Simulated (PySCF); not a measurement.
Compound: C4H3FN2.
Bonds: F1–C2, C2–C3 (aromatic), C3–N4 (aromatic), N4–C5 (aromatic), C5–C6 (aromatic), C6–N7 (aromatic), C2–N7 (aromatic). Hydrogens: H8 on C3; H9 on C5; H10 on C6.

Method: PySCF, PBE0-D3(BJ)/def2-TZVP geometry optimisation, gas phase; density fitting, grid level 2; the optimiser is geomeTRIC in internal coordinates, started from a GFN2-xTB structure with every atom displaced at random (about 0.01 Å).

Step 0: E = -9886.0621 eV
```
atom  x, y, z in Å  |  force x, y, z in eV/Å
F1     -0.9690   -0.3203    2.4078   -0.074   0.144  -0.167
C2     -0.4865   -0.1542    1.1829    0.397  -0.165  -0.523
C3     -1.0179    0.8099    0.3234    1.967  -1.122  -1.341
N4     -0.4658    0.9374   -0.9194   -1.840   0.675   1.859
C5      0.5079    0.1388   -1.2364    0.711   0.069  -0.883
C6      1.0105   -0.7994   -0.3634    0.370  -0.586   0.375
N7      0.5173   -0.9544    0.8499   -0.818   0.543   0.504
H8     -1.8068    1.4577    0.5779   -0.892   0.668   0.374
H9      0.9228    0.3014   -2.2274    0.151  -0.275   0.012
H10     1.8373   -1.4562   -0.6115    0.029   0.047  -0.209
```

Step 1: E = -9885.8112 eV
```
atom  x, y, z in Å  |  force x, y, z in eV/Å
F1     -0.9354   -0.2256    2.4053    0.222   0.108  -0.085
C2     -0.4185   -0.1134    1.1833   -0.668  -0.592   0.093
C3     -0.9561    0.8448    0.3230   -0.857  -0.966  -0.226
N4     -0.5948    0.8133   -0.9420    1.043   1.730   0.011
C5      0.5479    0.1831   -1.2232   -0.943  -1.270   1.010
C6      0.9972   -0.8213   -0.3741    0.048   0.544  -0.075
N7      0.4075   -1.0449    0.8013    0.567   0.573   0.459
H8     -1.8412    1.4192    0.6047    0.291  -0.021   0.017
H9      1.0062    0.3549   -2.1572    0.306   0.096  -1.115
H10     1.8369   -1.4496   -0.6374   -0.011  -0.201  -0.089
```

Step 2: E = -9886.0906 eV
```
atom  x, y, z in Å  |  force x, y, z in eV/Å
F1     -0.9433   -0.2558    2.4195   -0.039   0.196  -0.222
C2     -0.4522   -0.1372    1.1905   -0.110  -0.262  -0.288
C3     -0.9691    0.8159    0.3087   -0.873  -0.225   0.243
N4     -0.5405    0.9076   -0.9343    0.755   0.313   0.381
C5      0.5361    0.1754   -1.2250   -0.175  -0.400  -0.197
C6      1.0018   -0.8044   -0.3618   -0.107   0.103   0.054
N7      0.4497   -1.0054    0.8391    0.508   0.287  -0.001
H8     -1.8374    1.4050    0.5909    0.105   0.081   0.077
H9      0.9847    0.3185   -2.2019   -0.031  -0.056  -0.025
H10     1.8201   -1.4589   -0.6421   -0.032  -0.037  -0.022
```

**Question.** Estimate the geometry and energy of step 3. (The exact step hangs on the optimiser's Hessian estimate; all steps are aligned on step 2, rigid shifts and turns removed.)

**Answer.** E = -9886.0853 eV, largest force 1.585 eV/Å
```
atom  x, y, z in Å  |  force x, y, z in eV/Å
F1     -1.0217   -0.2328    2.3440    0.267  -0.623   0.660
C2     -0.4531   -0.1591    1.1518   -0.525   0.427   0.237
C3     -1.0192    0.8123    0.3318    1.183  -0.565  -0.892
N4     -0.4681    0.9603   -0.8616   -0.350   0.170  -0.318
C5      0.5298    0.1468   -1.2144    0.034   0.299  -0.440
C6      1.0414   -0.8150   -0.3689   -0.327   0.152   0.141
N7      0.5391   -0.9501    0.8577   -0.320   0.003   0.355
H8     -1.8673    1.4164    0.6350    0.099   0.037  -0.018
H9      0.9319    0.2713   -2.2216   -0.071   0.035   0.215
H10     1.8370   -1.4896   -0.6701    0.011   0.063   0.060
```

The energy changes by +0.0053 eV. The first-order estimate −F·Δx gives -0.2634 eV and the mean of the old and new forces, exact on a quadratic surface, +0.0084 eV. The step makes an angle of 46° with the force vector and moves no atom by more than 0.115 Å. The energy falls at the start of this step and ends higher, so the step passed the lowest point of its straight line.

What follows is the cost of the whole optimisation. Time: 7.3 min; peak memory 1.2 GiB. Hardware: Intel Xeon Platinum 8259CL at 2.50 GHz, one thread, shared host.
